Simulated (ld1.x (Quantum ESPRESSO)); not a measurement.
## How hard is this manganese (Mn) ultrasoft potential?

- Element: manganese
- Generator: ld1.x (Quantum ESPRESSO) 7.5
- Type: ultrasoft
- Functional: LDA (PZ)
- Relativity: scalar-relativistic
- Frozen core: [Ar]
- Valence charge: 7
- Reference configuration: 3d5 4s2 4p0
- Partial waves: 4s (bound): rcut 1.80, rcutus 2.30 bohr; 4s channel at 2.35 Ry: rcut 1.80, rcutus 2.30 bohr; 4p (bound, empty): rcut 2.30, rcutus 2.65 bohr; 4p channel at 0.25 Ry: rcut 2.30, rcutus 2.65 bohr; 3d (bound): rcut 1.35, rcutus 1.75 bohr; 3d channel at 0.1 Ry: rcut 1.35, rcutus 1.75 bohr
- Local potential: all-electron potential smoothed inside 1.70 bohr (lloc = -1)
- Core correction: Bessel-smoothed model core, default radius (core density twice the valence density)
- Augmentation charge: built from norm-conserving waves at rcut, not smoothed further

The pseudo-atom Hamiltonian at the reference potential is diagonalised in spherical Bessel functions j_l(qr) that vanish at 20 bohr, with q² up to the cutoff. All-electron valence levels (Ry): 4s -0.3888, 4p -0.1084, 3d -0.5150.

Q: How do the lowest levels (Ry) of each channel move with the cutoff, and are there ghosts?

A:

| cutoff (Ry) | s #1 | p #1 | p #2 | d #1 | f #1 | Σ f·Δε (mRy) |
| --- | --- | --- | --- | --- | --- | --- |
| 8 | -0.3887 | -0.1084 | 0.0476 | 0.0489 | 0.1114 | 2820.0 |
| 15 | -0.3888 | -0.1084 | 0.0476 | -0.2026 | 0.1114 | 1562.1 |
| 25 | -0.3888 | -0.1084 | 0.0476 | -0.4887 | 0.1114 | 131.8 |
| 35 | -0.3889 | -0.1084 | 0.0476 | -0.5143 | 0.1114 | 3.8 |
| 50 | -0.3889 | -0.1084 | 0.0476 | -0.5148 | 0.1114 | 1.1 |
| 70 | -0.3889 | -0.1084 | 0.0476 | -0.5150 | 0.1114 | 0.2 |
| 400 | -0.3889 | -0.1084 | 0.0476 | -0.5150 | 0.1114 | 0.0 |

Result: no extra level below or beside the all-electron valence levels (s, p, d, f tested); 10 mRy is reached at 35 Ry and 1 mRy at 55 Ry.
